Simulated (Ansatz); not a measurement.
A structure relaxed at r2SCAN-D4/def2-SVP in Ansatz, charge 1, singlet:

```
atom   x (Å)   y (Å)   z (Å)
  N1  -3.125  -1.254  -0.370
 Ga2  -3.637  -0.453   1.478
  N3  -0.805  -2.043  -2.445
 Ga4  -0.145  -0.753  -3.873
 Ga5  -1.214  -1.221  -0.702
  N6  -0.652   0.624  -0.752
  N7  -1.813   0.164   2.074
 Ga8  -1.120   1.607   0.938
  N9   1.536  -0.144  -2.902
Ga10   1.225   0.756  -1.177
 N11   1.677   2.638  -1.305
 N12   0.646   2.158   1.595
Ga13   1.426   3.653   0.490
 N14  -0.213  -2.066   0.693
Ga15  -0.667  -1.357   2.482
Ga16   1.756  -2.096   0.289
 N17   2.173  -0.131   0.228
 N18   1.051  -0.548   3.107
Ga19   1.989   0.796   1.964
 H20  -3.649  -0.737  -1.083
 H21  -3.510  -2.202  -0.389
 H22  -4.516   0.789   1.138
 H23  -4.035  -1.709   2.317
 H24  -1.619  -2.532  -2.829
 H25  -0.092  -2.771  -2.320
 H26  -1.127   0.469  -3.823
 H27   0.279  -1.576  -5.122
 H28  -1.175   1.088  -1.505
 H29  -2.042   0.611   2.973
 H30  -2.116   2.768   0.659
 H31   2.061   0.454  -3.547
 H32   2.134  -0.966  -2.755
 H33   1.114   3.122  -2.011
 H34   2.649   2.789  -1.588
 H35   0.467   2.645   2.484
 H36   0.317   4.708   0.194
 H37   2.891   3.910   0.967
 H38  -0.464  -3.061   0.730
 H39  -1.185  -2.431   3.479
 H40   1.889  -2.620  -1.204
 H41   2.527  -2.762   1.475
 H42   3.179  -0.108   0.019
 H43   0.890  -0.128   4.030
 H44   1.709  -1.313   3.303
 H45   3.338   1.237   2.597
```

Give its formula and point group.

Ga9N10H26⁺, a nanocrystal cut from wurtzite GaN (hydrogen-capped). Point group Cs (tolerance 0.1 Å).

Summarise the bond lengths by kind (pairs closer than 1.2 times the sum of covalent radii, bridged metal pairs left out).

25 × Ga–N 1.91 to 2.08 Å; 15 × H–N 1.02 to 1.03 Å; 11 × Ga–H 1.55 to 1.59 Å.

Single mean-field runs in def2-SVP are fitted with def2-universal-jkfit.
